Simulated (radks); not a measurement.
Task: I III, 51 electrons, occupied as [Kr] 4d10 5s2 5p2 7d1 (not the ground configuration). Calculated with a radial shooting solver on a logarithmic mesh with Libxc functionals: Dirac Kohn-Sham, PBEsol, spin-unpolarised, spherical densities, point nucleus; open shells are shared between the two j in proportion to 2j + 1. Some entries of the table are withheld. Estimate them.

| orbital | occ. | eigenvalue (Ry) | r(max) (bohr) | <r> (bohr) |
|---|---|---|---|---|
| 1s1/2 | 2 | -2423.569 | 0.01754 | 0.02723 |
| 2s1/2 | 2 | -376.1777 | 0.09929 | 0.1168 |
| 2p1/2 | 2 | -353.1243 | 0.07614 | 0.09849 |
| 2p3/2 | 4 | -331.1833 | 0.08094 | 0.1042 |
| 3s1/2 | 2 | -77.63691 | 0.2860 | 0.3139 |
| 3p1/2 | 2 | -68.10427 | 0.2723 | 0.3041 |
| 3p3/2 | 4 | -63.97556 | 0.2830 | 0.3157 |
| 3d3/2 | 4 | -47.16710 | 0.2299 | 0.2865 |
| 3d5/2 | 6 | -46.29854 | 0.2330 | 0.2902 |
| 4s1/2 | 2 | -15.38887 | 0.6806 | 0.7397 |
| 4p1/2 | 2 | -12.06027 | 0.6984 | 0.7721 |
| 4p3/2 | 4 | -11.25213 | 0.7228 | 0.8003 |
| 4d3/2 | 4 | -5.89576 | 0.7728 | 0.9100 |
| 4d5/2 | 6 | -5.76851 | 0.7814 | 0.9210 |
| 5s1/2 | 2 | -3.19787 | (1) | 1.830 |
| 5p1/2 | 0.666667 | -2.37869 | 1.841 | 2.066 |
| 5p3/2 | 1.33333 | -2.27154 | 1.907 | 2.136 |
| 7d3/2 | 0.4 | -0.33128 | 11.69 | (2) |
| 7d5/2 | 0.6 | -0.32989 | 11.74 | (3) |

Result: 
(1) 5s1/2 r(max) (bohr): 1.652
(2) 7d3/2 <r> (bohr): 11.00
(3) 7d5/2 <r> (bohr): 11.02
